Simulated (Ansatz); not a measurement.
`[NH2][Ga]([F])[Cl]` + HBr → `[NH2][Ga]([Cl])[Br]` + H–F  (ligand exchange at a Ga–F bond)

Isolated molecules relaxed with PBE0-D4/def2-TZVP in Ansatz; ΔE leaves out vibrations. CBS: MP2 limit from def2 TZ/QZ plus the TZ coupled-cluster correction, frozen cores. This one scheme is used for every species. DFT in def2-TZVPP. B3LYP here is the variant with VWN-RPA as its local correlation; programs differ in this. For Br, Ga outer-core shells are correlated without core-valence functions, which leaves a few kJ/mol of doubt a bond. Scalar relativity is left out up to krypton. Each species was taken in one conformer, which may not be the lowest.

`[NH2][Ga]([F])[Cl]`:

Cartesian coordinates in Å:
```
N -0.889 -0.402 0.408
Ga 0.648 0.195 -0.289
F 1.344 -0.646 -1.649
Cl 1.742 1.835 0.483
H -1.445 -1.099 -0.055
H -1.399 0.116 1.102
```

HBr:

```xyz
2

Br   -0.016   -0.258    0.661
H     0.016    0.258   -0.661
```

`[NH2][Ga]([Cl])[Br]`:

```xyz
6

N    -0.114    0.842    0.674
Ga    0.092   -0.566   -0.416
Cl    0.078   -2.536    0.386
Br    0.398   -0.278   -2.644
H    -0.159    1.789    0.342
H    -0.294    0.749    1.658
```

H–F:

```xyz
2

F    -0.222    0.298   -0.272
H     0.222   -0.298    0.272
```

Problem. Is it downhill or uphill in electronic energy at CCSD(T)/CBS, and by how much? (Estimate.)

Solution. Computed: Downhill: ΔE = -50.7 kJ/mol.

Problem. What do these levels give: PBE0, B3LYP, CCSD(T)/def2-SVP, MP2/def2-TZVPP, SCS-MP2/def2-TZVPP, MP2/CBS(def2)? (Best estimate.)

Solution. The calculation gave: PBE0 -47.5, B3LYP -36.2, CCSD(T)/def2-SVP -26.9, MP2/def2-TZVPP -49.8, SCS-MP2/def2-TZVPP -43.1, MP2/CBS(def2) -56.0 kJ/mol.

Largest T1 diagnostic among the species: 0.013.

The D4 term adds −6.8 kJ/mol with B3LYP and −3.7 kJ/mol with PBE0; it sums over pairs of atoms, weighted by their polarisabilities, and B3LYP, whose exchange is more repulsive, gets the larger term. From PBE to PBE0 (25 % exact exchange), in def2-TZVPP and without D4, ΔE moves by −6.7 kJ/mol. At CCSD(T), def2-SVP lies +23.8 kJ/mol from the extrapolated value and def2-TZVPP +6.2 kJ/mol.
